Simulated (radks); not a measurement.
Spherical jellium clusters: N electrons in a uniform positive sphere of charge N and radius rs N^(1/3), rs = 3.07 bohr. Calculated with a radial shooting solver with Libxc functionals: non-relativistic Kohn-Sham, LDA (Slater exchange, Perdew-Wang correlation), spin-polarised, spherical densities. Levels are named by radial order and angular momentum (1s, 1p, 1d, 2s, ...), and open shells are averaged over m.

N = 17, configuration 1s2 1p6 1d(up 5, down 4). This is the lowest configuration that the search found. Occupied and some empty levels:

level,occupation,eigenvalue (eV),<r> (bohr)
1s up,1,-6.9940,4.753
1s down,1,-6.9093,4.717
1p up,3,-5.4389,5.890
1p down,3,-5.3313,5.886
1d up,5,-3.6466,6.758
1d down,4,-3.5374,6.777
2s up,0,-3.1878,6.055
2s down,0,-3.1306,6.089
1f up,0,-1.7004,7.682
1f down,0,-1.6030,7.729
2p up,0,-1.2905,8.236
2p down,0,-1.2407,8.307

Energy (eV): total -27.3992, kinetic 47.034, external -1165.3, Hartree 569.46, exchange-correlation -76.339, background 597.74.
